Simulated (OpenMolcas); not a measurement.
Mo3+.

* Program: OpenMolcas
* Basis: ANO-RCC-VTZP [7s6p4d2f1g]
* Scalar Hamiltonian: DKH2, point nucleus
* Active space: 3 electrons in 5 orbitals (4d)
* State averaging: 2S+1 = 4 even, 10 roots; 2S+1 = 2 even, 40 roots kept (CI in the orbitals of an earlier block)
* Spin-orbit coupling: state interaction with AMFI integrals over the reference wave functions, term energies averaged over their components

Two sets of levels on these reference wave functions, in cm-1 above 4d3 4F 3/2: one from CASSCF and one from MS-CASPT2, IPEA 0.25 Eh, imaginary shift 0.1 Eh (closed shells correlated: 4s 4p).

```json
{"Level": "4d3 4F 3/2", "Set 1": "0.0", "Set 2": "0.0"}
{"Level": "4d3 4F 5/2", "Set 1": "740", "Set 2": "761"}
{"Level": "4d3 4F 7/2", "Set 1": "1694", "Set 2": "1720"}
{"Level": "4d3 4F 9/2", "Set 1": "2800", "Set 2": "2810"}
{"Level": "4d3 4P 1/2", "Set 1": "13190", "Set 2": "10730"}
{"Level": "4d3 4P 3/2", "Set 1": "13290", "Set 2": "10710"}
{"Level": "4d3 2G 7/2", "Set 1": "14340", "Set 2": "11970"}
{"Level": "4d3 4P 5/2", "Set 1": "14360", "Set 2": "11960"}
{"Level": "4d3 2G 9/2", "Set 1": "15070", "Set 2": "12720"}
{"Level": "4d3 2P 1/2", "Set 1": "18690", "Set 2": "14690"}
{"Level": "4d3 2H 9/2", "Set 1": "19040", "Set 2": "16680"}
{"Level": "4d3 2H 11/2", "Set 1": "19440", "Set 2": "17080"}
{"Level": "4d3 2D 5/2(1)", "Set 1": "21250", "Set 2": "17430"}
{"Level": "4d3 2D 3/2(1) [57 %]", "Set 1": "21480", "Set 2": "17550"}
{"Level": "4d3 2F 7/2", "Set 1": "31190", "Set 2": "25670"}
{"Level": "4d3 2F 5/2", "Set 1": "31540", "Set 2": "26000"}
```

Problem. Which set is which?

Solution. Set 2 is MS-CASPT2. Its levels of the other terms of 4d3 lie at 0.79 to 0.88 of the other set's values, as expected, since terms of lower spin or lower L gain more correlation energy than the Hund ground term. Against 15 measured levels (Sugar and Musgrove, J. Phys. Chem. Ref. Data 17, 155 (1988)) the mean absolute deviation is 440 cm-1 with it and 3100 cm-1 without; single levels miss by up to 900 cm-1 with it.

CASPT2 does not keep the components of a term degenerate, so their means are used; among the terms shown or strongly mixed into the levels shown the widest spread is 830 cm-1 (4d3 4F, MS-CASPT2). Terms from blocks run as CI alone lack orbitals of their own. Without dynamic correlation excited terms often stand tens of per cent too high (terms of higher spin than the ground term too low), and those without a measured partner can miss by more than the paired ones (holds for CASSCF). The CASPT2 spread within a term exceeds the gap to the next term for 4d3 2H and 4d3 2D(1), so the order of their levels is uncertain (holds for MS-CASPT2). Computed and measured levels are paired by configuration, term and J; levels that our copy of the source lacks, or whose pairing is in doubt (as where it misses far off the trend of its configuration), stay unpaired and out of the deviations. Only configurations of the active space appear. The table leaves out levels that lie high or whose names do not pair safely across all columns.

A share in square brackets marks a mixed level and gives the weight of the term that names it, the lowest over the columns. A number in round brackets counts repeated terms of one configuration in the order of the reference energies.
